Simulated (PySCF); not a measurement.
Bi(Me)3 (C3H9Bi), SMILES [CH3][Bi]([CH3])[CH3].

Coordinates come from a B3LYP-D3(BJ)/def2-SVP optimisation. The isomer is the one that the SMILES or the coordinates give; other isomers of the formula were not compared. The def2 effective core potentials stand for the cores of Bi; spin–orbit coupling is left out.

Level of theory: PBE/def2-TZVP (PySCF).

Gas-phase values at a fixed geometry.

Q: Estimate the frontier levels, gap, dipole moment and polarisability. (An estimate is asked for; the answer gives what the named calculation found.)

A: 
* **highest occupied level**: -5.66 eV
* **lowest empty level**: -0.69 eV
* **orbital gap**: 4.97 eV
* **dipole moment**: 0.33 D
* **quadrupole, principal values (traceless, Buckingham form, about the centre of nuclear charge)**: -0.90, 0.45, 0.45 D·Å
* **mean static polarisability**: 91.9 bohr³ (13.63 Å³)
* **polarisability, principal values**: 85.9, 95.0, 95.0 bohr³
